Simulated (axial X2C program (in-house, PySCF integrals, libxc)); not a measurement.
Values are calculated unless marked as measured or tabulated.
# ClOsCl: input and output of an open-shell CI run

Program: an in-house all-electron X2C program for linear molecules (integrals from PySCF).

Input and command:
```json
{"zs": [17, 76, 17], "q": 0, "bas": ["dyall-av3z", "dyall-v3z", "dyall-av3z"], "r0": 2.28, "metal": 1, "shells": [[2, [0, 1, 2], 6], [0, [0], 0], [1, [1], 0]], "fix": 0, "emax": 3.2, "nroots": 4}
```
```bash
python soci.py task.json out
```

Keys: zs atomic numbers; q charge; bas basis sets; r0 starting distance in Å; metal index of the metal atom; shells open shells as [l, |m| values, electrons]; fix electron count of the first shell held; emax energy window in eV; nroots roots for each Ω.

Output at Cl–Os–Cl held linear, both bonds 2.301 Å:

```
average of configuration d6 s0 p(π)0
basis functions 284  fitting functions 1497
iter      average energy  largest gradient
   1     -18168.094305480   5.44e+01
   2     -18170.671486196   3.29e+01
   3     -18171.645820644   1.45e+01
   4     -18171.839215583   1.77e+00
   5     -18171.865376778   5.50e-01
   6     -18171.867317403   2.56e-01
   7     -18171.868056456   4.32e-02
   8     -18171.868086523   1.89e-02
   9     -18171.868090221   8.02e-04
  10     -18171.868091088   1.82e-03
  11     -18171.868091133   2.08e-04
  12     -18171.868091139   1.12e-04
  13     -18171.868091140   6.45e-05
  14     -18171.868091140   8.06e-06
converged
CI levels
2*Omega        energy/Eh    cm-1   g(par)  dipole/D  leading shell counts
    8    -18171.99449881        0  11.855   -0.000  {'6 0 0': 1.0}
    6    -18171.99175798      602   8.213   -0.000  {'6 0 0': 1.0}
    4    -18171.98756922     1521   4.973   -0.000  {'6 0 0': 1.0}
    0    -18171.98468969     2153   0.000   -0.000  {'6 0 0': 0.999}
    2    -18171.98423942     2252   2.856   -0.000  {'6 0 0': 0.999}
    2    -18171.97769750     3687   1.302   -0.000  {'6 0 0': 0.999}
    0    -18171.97609623     4039   0.000   -0.000  {'6 0 0': 1.0}
    4    -18171.97596710     4067   6.739   -0.000  {'6 0 0': 0.999}
    0    -18171.97244053     4841   0.000   -0.000  {'6 0 0': 1.0}
    6    -18171.96766363     5890   9.364   -0.000  {'6 0 0': 1.0}
    4    -18171.96273121     6972   6.001   -0.000  {'6 0 0': 1.0}
    2    -18171.96099665     7353   4.739   -0.000  {'6 0 0': 1.0}
    2    -18171.95864588     7869   2.630   -0.000  {'6 0 0': 1.0}
    0    -18171.95848306     7905   0.000   -0.000  {'6 0 0': 1.0}
    0    -18171.95796158     8019   0.000   -0.000  {'6 0 0': 1.0}
    6    -18171.94000386    11960   7.693   -0.000  {'6 0 0': 0.999}
    0    -18171.93734410    12544   0.000   -0.000  {'6 0 0': 0.999}
    4    -18171.93657014    12714   5.560   -0.000  {'6 0 0': 0.999}
    8    -18171.93136053    13857   8.934   -0.000  {'6 0 0': 0.999}
   10    -18171.92741677    14723  11.908   -0.000  {'6 0 0': 1.0}
    6    -18171.92534809    15177   6.656   -0.000  {'6 0 0': 0.999}
    0    -18171.92424691    15419   0.000   -0.000  {'6 0 0': 0.999}
    8    -18171.92129575    16066   9.914   -0.000  {'6 0 0': 0.999}
    0    -18171.91730103    16943   0.000   -0.000  {'6 0 0': 0.999}
    8    -18171.90674080    19261   8.529   -0.000  {'6 0 0': 0.999}
   10    -18171.90233667    20227  11.587   -0.000  {'6 0 0': 0.999}
   12    -18171.89390078    22079  13.474   -0.000  {'6 0 0': 1.0}
```

Dipoles in the output refer to the first atom as origin.

Dynamic correlation is missing, so gaps between terms are too wide and other configurations may lie lower; the lowest level listed is that of this model, not necessarily the ground state. For d shells the ligand-field splittings (σ, π, δ) and their order can be off by a thousand cm⁻¹ or more. At most 4 roots were kept for each Ω > 0 (twice that for Ω = 0) within 3.2 eV of the lowest, so higher up levels can be missing between those listed; levels with Ω > 0 are doubly degenerate and listed once, Ω = 0 levels singly. Some active spinors are only partly of the character that their shell is named for, so the shell names and counts are nominal. States that fill the shells left empty in the average are placed too high. The molecule was held linear; bending was not examined.
